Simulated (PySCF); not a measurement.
## Electron correlation in Te (tellurium, neutral)

[Kr] 4d10 5s1 5p5, high-spin 3P determinant (an excited configuration). All numbers are calculated (PySCF 2.14, scalar relativity through the core potential, in aug-cc-pVDZ-PP with ECP28MDF (5s4p3d, 32 functions)). Frozen: 4s2 4p6 4d10; 6 electrons correlated.

```json
{"level": "CCSD", "correlation energy (mhartree)": "-152.02"}
{"level": "(T)", "correlation energy (mhartree)": "-12.68"}
{"level": "CCSD(T)", "correlation energy (mhartree)": "-164.70"}
{"level": "CCSDT", "correlation energy (mhartree)": "-164.89"}
```

Diagnostics: T1 = 0.032, D1 = 0.0597, largest double amplitude 0.295.

T1 exceeds 0.03, a sign that the reference determinant is poor. A double-excitation amplitude exceeds 0.15, a sign of near-degeneracy.

Cost of the coupled-cluster step: of the order of 0.4 core-seconds, for 6 correlated electrons.

Iterations:

```
CC2 = 0
CCSD nocc = (np.int64(4), np.int64(2)), nmo = (23, 23)
frozen orbitals [[0, 1, 2, 3, 4, 5, 6, 7, 8], [0, 1, 2, 3, 4, 5, 6, 7, 8]]
max_cycle = 100
direct = 0
conv_tol = 1e-08
conv_tol_normt = 1e-06
diis_space = 8
diis_start_cycle = 0
Init t2, MP2 energy = -0.094744805177029
Init E_corr(UCCSD) = -0.0947448051771224
cycle = 1  E_corr(UCCSD) = -0.117194619516714  dE = -0.0224498143  norm(t1,t2) = 0.137627
cycle = 2  E_corr(UCCSD) = -0.127775900539264  dE = -0.010581281  norm(t1,t2) = 0.101411
cycle = 3  E_corr(UCCSD) = -0.153324006990083  dE = -0.0255481065  norm(t1,t2) = 0.0778652
cycle = 4  E_corr(UCCSD) = -0.146791232078087  dE = 0.00653277491  norm(t1,t2) = 0.0179599
cycle = 5  E_corr(UCCSD) = -0.149224911653322  dE = -0.00243367958  norm(t1,t2) = 0.0193339
cycle = 6  E_corr(UCCSD) = -0.151752168131938  dE = -0.00252725648  norm(t1,t2) = 0.0122816
cycle = 7  E_corr(UCCSD) = -0.151112174757964  dE = 0.000639993374  norm(t1,t2) = 0.00695912
cycle = 8  E_corr(UCCSD) = -0.151218344030847  dE = -0.000106169273  norm(t1,t2) = 0.0054366
cycle = 9  E_corr(UCCSD) = -0.151677900079849  dE = -0.000459556049  norm(t1,t2) = 0.00428416
cycle = 10  E_corr(UCCSD) = -0.152093391794729  dE = -0.000415491715  norm(t1,t2) = 0.00249603
cycle = 11  E_corr(UCCSD) = -0.152050753786714  dE = 4.2638008e-05  norm(t1,t2) = 0.00141136
cycle = 12  E_corr(UCCSD) = -0.151993292723941  dE = 5.74610628e-05  norm(t1,t2) = 0.000922026
cycle = 13  E_corr(UCCSD) = -0.15200839703681  dE = -1.51043129e-05  norm(t1,t2) = 0.000492324
cycle = 14  E_corr(UCCSD) = -0.152027510977096  dE = -1.91139403e-05  norm(t1,t2) = 0.000242941
cycle = 15  E_corr(UCCSD) = -0.152019900152755  dE = 7.61082434e-06  norm(t1,t2) = 9.0565e-05
cycle = 16  E_corr(UCCSD) = -0.152018294887229  dE = 1.60526553e-06  norm(t1,t2) = 1.6079e-05
cycle = 17  E_corr(UCCSD) = -0.152018045284591  dE = 2.49602638e-07  norm(t1,t2) = 4.95822e-06
cycle = 18  E_corr(UCCSD) = -0.152018011811374  dE = 3.34732171e-08  norm(t1,t2) = 1.14623e-06
cycle = 19  E_corr(UCCSD) = -0.152018006041386  dE = 5.76998788e-09  norm(t1,t2) = 3.40152e-07
UCCSD converged
E(UCCSD) = -266.783449255123  E_corr = -0.1520180060413863
UCCSD(T) correction = -0.0126756899937527
```
